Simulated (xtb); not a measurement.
Pt, charge +1, quartet (GFN-xTB shapes and energies of metal compounds can be far from the true ones) (a state made from the parent by changing its charge; the spin is typed, not shown lowest); GFN2-xTB in xtb.

The xtb input:
```
$ xtb mol.xyz --gfn 2 --chrg 1 --uhf 3 --json

# file mol.xyz
1

Pt     0.00000000     0.00000000     0.00000000
```

Problem. Predict the main parts of the log of this xtb run.

Solution. 
```
   ID    Z sym.   atoms
    1   78 Pt     1

           -------------------------------------------------
          |                Calculation Setup                |
           -------------------------------------------------

           -------------------------------------------------
          |                 G F N 2 - x T B                 |
           -------------------------------------------------

          ...................................................
          :                      SETUP                      :
          :.................................................:
          :  # basis functions                  10          :
          :  # atomic orbitals                   9          :
          :  # shells                            3          :
          :  # electrons                         9          :
          :  max. iterations                   250          :
          :  Hamiltonian                  GFN2-xTB          :
          :  restarted?                      false          :
          :  GBSA solvation                  false          :
          :  PC potential                    false          :
          :  electronic temp.          300.0000000     K    :
          :  accuracy                    1.0000000          :
          :  -> integral cutoff          0.2500000E+02      :
          :  -> integral neglect         0.1000000E-07      :
          :  -> SCF convergence          0.1000000E-05 Eh   :
          :  -> wf. convergence          0.1000000E-03 e    :
          :  Broyden damping             0.4000000          :
          :  net charge                          1          :
          :  unpaired electrons                  3          :
          ...................................................

 iter      E             dE          RMSdq      gap      omega  full diag
   1     -3.8496667 -0.384967E+01  0.121E+01    9.60       9.6  T
   2     -3.8496667 -0.226485E-13  0.967E+00    9.54       9.5  T
   3     -3.8496667  0.208722E-13  0.744E+00    9.43       9.4  T
   4     -3.8496667  0.488498E-13  0.547E+00    9.31       9.3  T
   5     -3.8496667 -0.310862E-14  0.438E+00    9.22       9.2  T
   6     -3.8496667  0.235367E-13  0.350E+00    9.15       9.1  T
   7     -3.8496667 -0.244249E-13  0.270E+00    9.07       9.1  T
   8     -3.8496667  0.266454E-14  0.216E+00    9.02       9.0  T
   9     -3.8496667  0.217604E-13  0.166E+00    8.96       9.0  T
[...]
         :: total energy              -3.849666663678 Eh    ::
[...]

         #    Occupation            Energy/Eh            Energy/eV
      -------------------------------------------------------------
         1        1.6000           -0.6866601             -18.6850
         2        1.6000           -0.6866601             -18.6850
         3        1.6000           -0.6866601             -18.6850
         4        1.6000           -0.6866601             -18.6850
         5        1.6000           -0.6866601             -18.6850
         6        1.0000           -0.6327244             -17.2173 (HOMO)
         7                         -0.3102815              -8.4432 (LUMO)
         8                         -0.3102815              -8.4432
         9                         -0.3102815              -8.4432
      -------------------------------------------------------------
                  HL-Gap            0.3224429 Eh            8.7741 eV
             Fermi-level           -0.5788889 Eh          -15.7524 eV

     #   Z          covCN         q      C6AA      α(0)
     1  78 Pt       0.000     1.000   295.648    35.558

 Mol. C6AA /au·bohr⁶  :        295.648192
 Mol. C8AA /au·bohr⁸  :      30744.066801
 Mol. α(0) /au        :         35.558247

Wiberg/Mayer (AO) data.
largest (>0.10) Wiberg bond orders for each atom

 ---------------------------------------------------------------------------
     #   Z sym  total        # sym  WBO       # sym  WBO       # sym  WBO
 ---------------------------------------------------------------------------
     1  78 Pt   0.000
 ---------------------------------------------------------------------------

molecular dipole:
                 x           y           z       tot (Debye)
 q only:        0.000       0.000       0.000
   full:        0.000       0.000       0.000       0.000
molecular quadrupole (traceless):
                xx          xy          yy          xz          yz          zz
 q only:        0.000       0.000       0.000       0.000       0.000       0.000
  q+dip:        0.000       0.000       0.000       0.000       0.000       0.000
   full:       -0.000      -0.000       0.000      -0.000       0.000      -0.000

           -------------------------------------------------
          | TOTAL ENERGY               -3.849666663678 Eh   |
          | GRADIENT NORM               0.000000000000 Eh/α |
          | HOMO-LUMO GAP               8.774116981896 eV   |
           -------------------------------------------------

normal termination of xtb
```
